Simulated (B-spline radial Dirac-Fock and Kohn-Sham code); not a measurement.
# Compton profile of I⁴⁺

System: the I⁴⁺ ion in the configuration 1s2 2s2 2p6 3s2 3p6 3d10 4s2 4p6 4d10 5s2 5p1.

Level of theory: the impulse approximation on Dirac-Fock densities; an atomic code on a B-spline grid. pz is in atomic units of momentum; subshell profiles are per electron, for a selection of subshells; open shells are spread over both j values by their weights.

```tsv
pz	J total	J 3p3/2	J 4s1/2	J 4p1/2	J 5p3/2
0	6.707	0.0774	0.284	0.183	0.487
0.1	6.671	0.0774	0.283	0.183	0.487
0.2	6.569	0.0774	0.279	0.183	0.486
0.3	6.410	0.0774	0.274	0.183	0.479
0.4	6.206	0.0774	0.266	0.183	0.464
0.5	5.977	0.0774	0.257	0.183	0.438
0.6	5.737	0.0774	0.246	0.182	0.401
0.8	5.283	0.0773	0.220	0.180	0.301
1	4.913	0.0772	0.191	0.175	0.194
1.2	4.626	0.0771	0.160	0.168	0.110
1.4	4.389	0.0769	0.132	0.159	0.0580
1.6	4.162	0.0766	0.105	0.147	0.0323
1.8	3.925	0.0761	0.0827	0.133	0.0227
2	3.671	0.0756	0.0642	0.118	0.0206
2.5	3.013	0.0734	0.0355	0.0807	0.0194
3	2.429	0.0701	0.0251	0.0493	0.0139
4	1.665	0.0601	0.0231	0.0163	0.00405
5	1.281	0.0473	0.0189	0.00917	0.00143
7	0.8729	0.0231	0.00577	0.00801	0.00115
10	0.5010	0.00566	0.00185	0.00261	0.000361
15	0.2207	0.00263	0.00107	0.000439	6.32e-05
20	0.1128	0.00216	0.000243	0.000399	5.63e-05
30	0.03855	0.000663	5.31e-05	0.000149	1.84e-05
40	0.01675	0.000172	4.44e-05	4.26e-05	4.77e-06
60	0.004514	1.62e-05	1.49e-05	4.71e-06	< 1e-6
100	0.0006250	< 1e-6	1.79e-06	< 1e-6	< 1e-6
```

J(0) = 6.707. The 5s1/2 subshell gives the largest part, 21 %.

Mean momentum ⟨p⟩ by subshell (a.u.): 1s1/2 49.2, 2s1/2 17.4, 2p1/2 23.3, 2p3/2 22.0, 3s1/2 8.49, 3p1/2 10.1, 3p3/2 9.77, 3d3/2 11.7, 3d5/2 11.5, 4s1/2 4.01, 4p1/2 4.42, 4p3/2 4.28, 4d3/2 4.40, 4d5/2 4.35, 5s1/2 1.58, 5p1/2 1.66, 5p3/2 1.62.

Values without a named source are computed, but for edge energies of neutral atoms, which are taken from tables.
